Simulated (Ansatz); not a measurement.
H5NSi2, SMILES `[SiH2]=N[SiH3]` (charge 0, multiplicity 1).

Cartesian coordinates (Å):
SMILES: [SiH2]=N[SiH3]
```xyz
8

Si     1.7446    -0.1018     0.0308
N      0.2310    -0.5234    -0.0618
Si    -1.3817     0.0027    -0.1718
H      2.8223    -1.1128     0.1120
H      2.2773     1.2866     0.0491
H     -2.0014    -0.5343    -1.4144
H     -2.1563    -0.5056     0.9935
H     -1.5357     1.4887    -0.1994
```
Charge 0, multiplicity 1.

Frozen-core energies in 6-31g from Ansatz (a quantum-chemistry and plane-wave program) at a geometry from PBE0-D3(BJ)/def2-TZVP; the HF reference has <S^2> = 0.00 (restricted, and unstable towards unrestricted orbitals) and the T1 diagnostic is 0.019.

```csv
level,energy (Ha),difference from CCSDT(Q) (mHa)
HF,-635.02541,267.94
MP2,-635.25554,37.80
CCSD,-635.28407,9.28
CCSD(T),-635.29171,1.64
CCSDT,-635.29244,0.90
CCSDT(Q),-635.29335,0.00
```
